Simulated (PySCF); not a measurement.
## S: excitation energy

S [Ne] 3s2 3p4 (3P) → S [Ne] 3s2 3p3 3d1 (5D), as a difference of total energies. Computed with PySCF 2.14 in dyall-av3z, with scalar relativity by spin-free X2C-1e. Correlated levels: valence: [Ne] frozen; virtual orbitals above 40 to 60 times the deepest correlated orbital energy dropped. The calculations carry no spin-orbit coupling.

```
           method  excitation energy (cm⁻¹)
              UHF                     70423
              LDA                     75075
              PBE                     73789
             PBE0                     74439
           r2SCAN                     74643
            B97-3                     76669
          wB97X-V                     78251
            B3LYP                     76098
          r2SCAN0                     74866
    MP2 (valence)                     74932
SCS-MP2 (valence)                     76431
```

Errors of the correlated levels include the incompleteness of this basis and the frozen core.

The promoted electron is Rydberg-like, and one or two diffuse shells describe it only roughly, which tends to raise the upper state.

In the upper state the promoted electron has a positive orbital energy at LDA, PBE, PBE0, r2SCAN, B97-3, B3LYP, r2SCAN0, so the basis confines it.

For comparison: 67689 cm⁻¹ (measured; NIST levels, between the centres of gravity of the two terms).
